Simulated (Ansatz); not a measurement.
`[SH][Ti]([Cl])([Cl])[Cl]`, 6 atoms. Total charge 0; spin multiplicity 1. Correlated methods include outer-core shells of Ti, which these sets cover unevenly. Scalar relativity is left out up to krypton. All runs use 4 threads of a server CPU on a shared host. Correlated methods freeze the cores.

**Question.** How many basis functions does each run have, and how long does it take in Ansatz? RHF-CCSD(T)/def2-SVP energy; RKS PBE0-D4/def2-TZVP relaxation (4 steps); RKS PBE0-D4/def2-TZVP frequencies; RKS PBE0-D4/def2-QZVPP energy; RKS PBE-QIDH (frozen core)/def2-TZVPP energy; RHF-CCSD(T)/def2-TZVPP energy; RKS PBE0-D4/def2-SVP energy; RKS ωB97M-V/def2-SVP energy; RKS PBE-D4/def2-TZVPP energy and forces; direct RPA on PBE orbitals/def2-TZVPP energy; RKS PBE0-D4/def2-TZVPP energy; RKS r2SCANh-D4/def2-TZVPP energy. (An estimate is asked.)

**Answer.** Ansatz gave: Other jobs shared the machine, so times are rough.

```tsv
level	job	functions	wall time	peak host memory (GiB)
RKS PBE0-D4/def2-SVP	energy	108	3.3 s	0.28
RKS PBE-D4/def2-TZVPP	energy and forces	246	6.5 s	0.45
RKS PBE0-D4/def2-TZVPP	energy	246	8.6 s	1.1
RKS ωB97M-V/def2-SVP	energy	108	11 s	0.42
direct RPA on PBE orbitals/def2-TZVPP	energy	246	12 s	0.61
RHF-CCSD(T)/def2-SVP	energy	108	13 s	0.44
RKS r2SCANh-D4/def2-TZVPP	energy	246	13 s	1.1
RKS PBE-QIDH (frozen core)/def2-TZVPP	energy	246	14 s	0.74
RKS PBE0-D4/def2-QZVPP	energy	403	21 s	2.1
RKS PBE0-D4/def2-TZVP	relaxation (4 steps)	199	44 s	0.76
RKS PBE0-D4/def2-TZVP	frequencies	199	3.7 min	0.78
RHF-CCSD(T)/def2-TZVPP	energy	246	4.4 min	4.7
```
